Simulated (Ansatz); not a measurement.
Stepwise reaction of `[NH2][Al]([NH2])[F]` with hydrogen sulfide, as a gas-phase model of exchange steps in deposition or etching. ΔE in kJ/mol; ΔG adds harmonic PBE0-D4 terms to CCSD(T)/CBS, at 1 bar.

Gas-phase electronic energies from Ansatz, PBE0-D4/def2-TZVP geometries. CCSD(T)/CBS is the MP2 limit (def2-TZVPP, def2-QZVPP) plus CCSD(T) − MP2 in def2-TZVPP, frozen cores. This one scheme is used for every species. Functionals use def2-TZVPP. B3LYP here is the variant with VWN-RPA as its local correlation; programs differ in this. One conformer a species, not always the lowest.

```json
{"step": "1", "reaction": "`[NH2][Al]([NH2])[F]` + H₂S → `[NH2][Al]([F])[SH]` + NH₃", "PBE-D4": "-31.9", "B3LYP-D4": "-23.0", "ωB97M-V": "-24.6", "CCSD(T)/CBS": "-25.4", "ΔG(500 K)": "-17.3"}
{"step": "2", "reaction": "`[NH2][Al]([F])[SH]` + H₂S → `[F][Al]([SH])[SH]` + NH₃", "PBE-D4": "-26.8", "B3LYP-D4": "-17.9", "ωB97M-V": "-19.0", "CCSD(T)/CBS": "-20.6", "ΔG(500 K)": "-7.1"}
```

Question: By hand: ΔE of the 2 steps together at CCSD(T)/CBS.

Answer: (-25.4) + (-20.6) = -46.0 kJ/mol, or -23.0 kJ/mol a step.

In ΔE the steps differ by no more than 4.8 kJ/mol. All are downhill at CCSD(T)/CBS. ΔG lies between -17.3 and -7.1 kJ/mol a step. PBE-D4 differs from CCSD(T)/CBS by -6.5 to -6.2 kJ/mol a step. Isolated molecules leave out the surface, adducts and barriers. Largest T1 diagnostic: 0.012.
